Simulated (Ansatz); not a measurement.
`[AlH2][CH2][GeH3]` + `N[SiH2]F` → `F[SiH2][NH][AlH2]` + `[CH3][GeH3]` at 500 K and 1 bar (ligand exchange at the Al–C bond).

Gas-phase electronic energies from Ansatz, PBE0-D4/def2-TZVP geometries. CBS: MP2 limit from def2 TZ/QZ plus the TZ coupled-cluster correction, frozen cores. For Ge outer-core shells are correlated without core-valence functions, which leaves a few kJ/mol of doubt a bond. Scalar relativity is left out up to krypton. One conformer a species, not always the lowest.

```tsv
species	CCSD(T)/CBS energy (Eh)	H − E (kJ/mol)	S (J/(mol·K))
`[AlH2][CH2][GeH3]`	-2360.36980	209.4	408.0
`N[SiH2]F`	-446.07709	152.9	325.1
`F[SiH2][NH][AlH2]`	-688.71689	175.8	395.1
`[CH3][GeH3]`	-2117.76728	187.1	312.2
```

H − E and S are ideal-gas, rigid-rotor, harmonic terms from PBE0-D4/def2-TZVP, for one conformer and one mirror image of each species. 1 Eh = 2625.50 kJ/mol, R = 8.31446 J/(mol·K).

Q: By hand: ΔE, ΔH, ΔS and ΔG.

A: ΔE = (-688.71689) + (-2117.76728) − (-2360.36980) − (-446.07709) = -0.03728 Eh = -97.9 kJ/mol. Δ(H − E) = 175.8 + 187.1 − 209.4 − 152.9 = 0.6, so ΔH = -97.3 kJ/mol. ΔS = 395.1 + 312.2 − 408.0 − 325.1 = -25.8 J/(mol·K). ΔG = -97.3 − 500 × (-25.8)/1000 = -84.4 kJ/mol.

Q: By hand: the equilibrium constant, and the temperature at which ΔG would vanish if ΔH and ΔS stayed fixed.

A: log₁₀ K = −ΔG/(RT ln 10) = 8.8. ΔG = 0 at ΔH/ΔS = 3771 K, far beyond where these terms or the molecules hold.

ΔH outweighs TΔS. A doubt of 5 kJ/mol in ΔE shifts log₁₀ K by 0.5 here. Other conformers and mirror images would add mixing entropy, several J/(mol·K) or more a flexible species. Modes under 60 cm⁻¹, often nearly free rotors, make the harmonic entropy too high. These are equilibria of isolated gas molecules and say nothing of rates. Largest T1 diagnostic: 0.012 (customary marks: 0.02 for closed shells, 0.045 for open ones).
